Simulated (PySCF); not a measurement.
Record of a relaxation.

Species: C4H5FSi2.
SMILES with atom numbers: `[CH:1]#[C:2][Si@:3]1([F:4])[CH:5]=[CH:6][SiH2:7]1` (hydrogens: H8 on C1; H9 on C5; H10 on C6; H11, H12 on Si7)

Method: PySCF 2.14.0, PBE0-D3(BJ)/def2-SVP geometry optimisation, gas phase; density fitting, grid level 1; the optimiser is geomeTRIC in internal coordinates, started from a GFN2-xTB structure with every atom displaced at random (about 0.01 Å). 7 of its 14 geometries are shown. The frame can shift and turn from step to step; on so coarse a grid that alone can change the energy by a few meV, and forces under 0.02 eV/Å are noise.

Step 0: E = -22675.8008 eV, largest atomic force 4.196 eV/Å
```
atom  x, y, z in Å  |  force x, y, z in eV/Å
C1      0.521   -3.048    1.287   -1.654   3.713  -1.042
C2      0.032   -1.958    0.984    0.714  -0.732   0.319
Si3    -0.628   -0.275    0.553    1.530  -0.515  -1.309
F4     -2.080   -0.281    1.180   -1.615   0.168   0.751
C5     -0.592    0.150   -1.305    0.391   0.373   2.031
C6      0.080    1.319   -1.360    0.037  -0.342   1.280
Si7     0.557    1.744    0.439   -0.364  -0.297  -0.504
H8      0.902   -3.963    1.531    0.990  -2.330   0.626
H9     -0.996   -0.354   -2.134   -0.646  -0.824  -1.509
H10     0.278    1.843   -2.268    0.222   0.563  -0.995
H11    -0.034    3.008    0.926   -0.189   0.232   0.215
H12     1.998    1.787    0.701    0.583  -0.007   0.137
```

Step 2: E = -22675.9951 eV, largest atomic force 0.576 eV/Å
```
atom  x, y, z in Å  |  force x, y, z in eV/Å
C1      0.368   -3.058    1.161    0.412   0.332   0.228
C2      0.121   -1.871    1.013   -0.346  -0.370  -0.201
Si3    -0.598   -0.251    0.565   -0.185   0.078   0.151
F4     -2.082   -0.217    1.259    0.253  -0.016  -0.097
C5     -0.584    0.144   -1.263   -0.060  -0.021   0.015
C6      0.126    1.299   -1.326    0.006   0.035  -0.034
Si7     0.596    1.749    0.456    0.031  -0.043   0.015
H8      0.709   -4.060    1.366   -0.148  -0.009  -0.086
H9     -1.000   -0.369   -2.141    0.025   0.031   0.021
H10     0.348    1.812   -2.272    0.016  -0.023  -0.003
H11    -0.025    3.003    0.980   -0.007  -0.004  -0.010
H12     2.064    1.789    0.736    0.003   0.009   0.001
```

Step 4: E = -22676.0446 eV, largest atomic force 0.299 eV/Å
```
atom  x, y, z in Å  |  force x, y, z in eV/Å
C1      0.469   -2.993    1.207   -0.092   0.214  -0.050
C2      0.043   -1.876    0.972   -0.006  -0.176  -0.044
Si3    -0.667   -0.250    0.543    0.194   0.064  -0.077
F4     -2.122   -0.195    1.255   -0.267  -0.007   0.135
C5     -0.654    0.172   -1.279    0.106   0.054   0.106
C6      0.129    1.281   -1.329   -0.027  -0.045  -0.006
Si7     0.604    1.698    0.460    0.058  -0.013  -0.006
H8      0.823   -3.986    1.406    0.093  -0.095   0.050
H9     -1.081   -0.308   -2.165   -0.056  -0.031  -0.060
H10     0.399    1.771   -2.273    0.011   0.033  -0.036
H11     0.025    2.973    0.985   -0.005  -0.005  -0.013
H12     2.072    1.684    0.751   -0.011   0.008   0.000
```

Step 6: E = -22676.0547 eV, largest atomic force 0.097 eV/Å
```
atom  x, y, z in Å  |  force x, y, z in eV/Å
C1      0.507   -2.949    1.212   -0.018  -0.094  -0.019
C2     -0.018   -1.885    0.939    0.021   0.053   0.020
Si3    -0.719   -0.247    0.536   -0.039   0.003  -0.003
F4     -2.179   -0.178    1.257    0.017  -0.009  -0.003
C5     -0.694    0.187   -1.283   -0.001  -0.010   0.020
C6      0.136    1.261   -1.329    0.008   0.005  -0.058
Si7     0.619    1.660    0.461    0.000  -0.020   0.004
H8      0.949   -3.904    1.443    0.010   0.049   0.006
H9     -1.145   -0.273   -2.173    0.002   0.024   0.032
H10     0.428    1.743   -2.272    0.005   0.004   0.005
H11     0.072    2.951    0.980   -0.003  -0.002  -0.007
H12     2.083    1.606    0.763   -0.002  -0.002   0.004
```

Step 9: E = -22676.0560 eV, largest atomic force 0.032 eV/Å
```
atom  x, y, z in Å  |  force x, y, z in eV/Å
C1      0.513   -2.941    1.204    0.006   0.032   0.001
C2     -0.019   -1.878    0.941    0.008  -0.012  -0.002
Si3    -0.730   -0.243    0.542   -0.014   0.016  -0.002
F4     -2.184   -0.177    1.273   -0.002  -0.006   0.008
C5     -0.712    0.192   -1.276    0.003   0.002   0.002
C6      0.139    1.247   -1.334   -0.003  -0.001   0.015
Si7     0.624    1.651    0.455    0.015  -0.006  -0.002
H8      0.984   -3.879    1.439   -0.004  -0.022  -0.002
H9     -1.182   -0.259   -2.159   -0.007  -0.005  -0.010
H10     0.438    1.721   -2.279   -0.001  -0.003  -0.005
H11     0.082    2.949    0.960   -0.001   0.001  -0.003
H12     2.085    1.588    0.768    0.000   0.004   0.000
```

Step 11: E = -22676.0564 eV, largest atomic force 0.037 eV/Å
```
atom  x, y, z in Å  |  force x, y, z in eV/Å
C1      0.531   -2.928    1.193   -0.001   0.018   0.007
C2     -0.009   -1.866    0.945   -0.001  -0.015  -0.012
Si3    -0.736   -0.236    0.555    0.035   0.006  -0.012
F4     -2.180   -0.179    1.305   -0.029   0.001   0.022
C5     -0.735    0.192   -1.264    0.003   0.003   0.002
C6      0.137    1.231   -1.336   -0.006   0.000   0.006
Si7     0.630    1.649    0.448   -0.001   0.003  -0.002
H8      1.004   -3.868    1.417    0.000  -0.009  -0.003
H9     -1.220   -0.255   -2.141   -0.003  -0.006  -0.003
H10     0.440    1.689   -2.287    0.000  -0.001  -0.002
H11     0.090    2.955    0.934    0.001  -0.001   0.002
H12     2.090    1.586    0.764    0.001   0.001  -0.003
```

Step 13: E = -22676.0566 eV, largest atomic force 0.021 eV/Å
```
atom  x, y, z in Å  |  force x, y, z in eV/Å
C1      0.546   -2.926    1.184   -0.004  -0.020   0.004
C2      0.006   -1.861    0.945   -0.003   0.007  -0.006
Si3    -0.731   -0.232    0.568    0.008  -0.013   0.007
F4     -2.165   -0.183    1.339    0.009   0.006  -0.004
C5     -0.749    0.189   -1.253   -0.007   0.001   0.000
C6      0.125    1.225   -1.337   -0.002   0.001  -0.008
Si7     0.631    1.654    0.441   -0.009   0.005  -0.001
H8      1.013   -3.872    1.396    0.005   0.012  -0.001
H9     -1.242   -0.262   -2.123    0.003   0.002   0.007
H10     0.424    1.675   -2.293   -0.003   0.002   0.002
H11     0.088    2.962    0.921    0.001  -0.001   0.002
H12     2.094    1.602    0.747    0.001  -0.002  -0.003
```

Task: Summarise the path.

Result: The energy falls by 0.2558 eV from step 0 to step 13; nine tenths of that is first reached at step 3. It falls at every step. The largest force goes from 4.196 to 0.021 eV/Å. Among the bonds C1–H8 changes most, from 1.021 to 1.076 Å; the atoms move by 0.153 Å rms after alignment.

Task: Follow the three bonds and two angles with the largest change from start to end.

Result: 
| step | E above end (eV) | largest force (eV/Å) | C1–H8 (Å) | Si3–F4 (Å) | C5–H9 (Å) | C2–Si3–Si7 (°) | C2–Si3–F4 (°) |
| --- | --- | --- | --- | --- | --- | --- | --- |
| 0 | 0.2558 | 4.196 | 1.021 | 1.582 | 1.051 | 127.7 | 103.3 |
| 1 | 0.1056 | 1.304 | 1.087 | 1.651 | 1.106 | 125.2 | 105.8 |
| 2 | 0.0616 | 0.576 | 1.078 | 1.639 | 1.099 | 124.8 | 105.7 |
| 3 | 0.0251 | 0.448 | 1.071 | 1.623 | 1.093 | 123.7 | 105.8 |
| 4 | 0.0120 | 0.299 | 1.073 | 1.621 | 1.095 | 122.8 | 106.0 |
| 5 | 0.0040 | 0.109 | 1.076 | 1.626 | 1.098 | 121.8 | 106.4 |
| 6 | 0.0019 | 0.097 | 1.077 | 1.630 | 1.098 | 121.4 | 106.5 |
| 7 | 0.0012 | 0.063 | 1.076 | 1.631 | 1.098 | 121.2 | 106.5 |
| 8 | 0.0009 | 0.049 | 1.076 | 1.630 | 1.097 | 121.0 | 106.6 |
| 9 | 0.0006 | 0.032 | 1.076 | 1.629 | 1.097 | 120.6 | 106.6 |
| 10 | 0.0004 | 0.036 | 1.076 | 1.628 | 1.097 | 120.2 | 106.6 |
| 11 | 0.0003 | 0.037 | 1.076 | 1.628 | 1.097 | 119.9 | 106.6 |
| 12 | 0.0001 | 0.028 | 1.076 | 1.628 | 1.097 | 119.8 | 106.6 |
| 13 | 0.0000 | 0.021 | 1.076 | 1.629 | 1.098 | 119.8 | 106.5 |

The cost below is that of the whole optimisation. Hardware: an Arm Neoverse V2 with one thread, no GPU, shared host with 48 logical CPUs at a one-minute load of 44. Cost: 99 s wall, 0.51 GiB resident at most.
